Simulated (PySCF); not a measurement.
CHCl2FOSi, SMILES Cl[Si](F)(C=O)Cl.

The structure is a stationary point at r2SCAN-D4/def2-SVP. The structure was generated by enumeration, and PubChem lists no compound with its InChIKey, so it may never have been made. The values are those of a single conformer.

The numbers are results of ωB97X/def2-TZVP (PySCF), not measurements.

Gas-phase values at a fixed geometry.

Computed frontier levels, gap, dipole moment and polarisability:
| Item | Value |
|---|---|
| highest occupied level | -10.30 eV |
| lowest empty level | -0.12 eV |
| orbital gap | 10.18 eV |
| dipole moment | 1.37 D |
| quadrupole, principal values (traceless, Buckingham form, about the centre of nuclear charge) | -8.97, 1.45, 7.53 D·Å |
| mean static polarisability | 58.2 bohr³ (8.62 Å³) |
| polarisability, principal values | 47.0, 60.5, 67.0 bohr³ |
